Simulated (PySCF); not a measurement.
# Two-component Hartree-Fock for Ce(27+) (cerium, charge +27)

Start: [Ar] 3d10 4s2 4p1; 4p3/2 filled at m_j = +3/2. Calculated with PySCF 2.14 in an even-tempered Gaussian basis (17 s from 2.3 bohr⁻², ratio 2.8; 13 p from 2.9 bohr⁻², ratio 2.8; 8 d from 5.2 bohr⁻², ratio 2.8; 4 f from 13 bohr⁻², ratio 3): generalised Hartree-Fock with the X2C-1e Hamiltonian and a Gaussian nucleus; one run each with spin-orbit coupling (SO) screened by Boettger's factors, then bare. This is a chosen level, not necessarily the ground level.

| spinor shell | electrons | ε, screened SO (eV) | ε, bare SO (eV) | weight of nominal j (bare SO) | rms radius, bare SO (bohr) |
| --- | --- | --- | --- | --- | --- |
| 1s1/2 | 2 | -41553.0 | -41552.6 | 1.000 | 0.0280 |
| 2s1/2 | 2 | -7509.0 | -7508.9 | 1.000 | 0.114 |
| 2p1/2 | 2 | -7129.1 | -7141.6 | 1.000 | 0.0976 |
| 2p3/2 | 4 | -6677.9 | -6673.1 | 1.000 | 0.104 |
| 3s1/2 | 2 | -2311.8 | -2311.8 | 1.000 | 0.293 |
| 3p1/2 | 2 | -2148.9 | -2151.5 | 1.000 | 0.284 |
| 3p3/2 | 4 | -2055.6 | -2054.6 | 1.000 | 0.296 |
| 3d3/2 | 4 | -1781.6 | -1784.2 | 0.999 | 0.266 |
| 3d5/2 | 6 | -1761.7 | -1760.1 | 1.000 | 0.269 |
| 4s1/2 | 2 | -1016.9 | -1016.9 | 1.000 | 0.632 |
| 4p3/2 | 1 | -935.88 | -935.59 | 1.000 | 0.651 |

```json
{"quantity": "E (hartree)", "screened SO": "-8497.07865", "bare SO": "-8497.36934"}
{"quantity": "M_J", "screened SO": "3/2", "bare SO": "3/2"}
{"quantity": "⟨J²⟩", "screened SO": "3.752", "bare SO": "3.752"}
{"quantity": "⟨L²⟩", "screened SO": "2.021", "bare SO": "2.023"}
{"quantity": "⟨S²⟩", "screened SO": "0.770", "bare SO": "0.772"}
```

Each row is a mean over spinors that exchange with the open shell spreads, by up to 8.998 eV (4s1/2).

Breit and QED terms are absent; they matter most for the inner s and p1/2 levels.

Densities and radii are taken from the X2C orbitals without a picture-change correction, which distorts them close to the nucleus.
